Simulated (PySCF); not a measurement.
BH3N, SMILES B=[NH2+], charge +1. Coordinates come from a PBE0-D3(BJ)/def2-TZVP optimisation. The isomer is the one that the SMILES or the coordinates give; other isomers of the formula were not compared.

**Question.** Give the equilibrium geometry at PBE0-D3(BJ)/def2-TZVP (PySCF confirms it by a frequency run) as Cartesian coordinates in Å, and its point group. (An estimate is asked for; the answer gives what the named calculation found.)

**Answer.** point group C2v.
```xyz
5

B      0.0000     0.0000     0.7831
N      0.0000     0.0000    -0.5278
H      0.0000     0.0000     1.9564
H      0.0000     0.8520    -1.0887
H      0.0000    -0.8520    -1.0887
```
Charge +1, spin multiplicity 1.
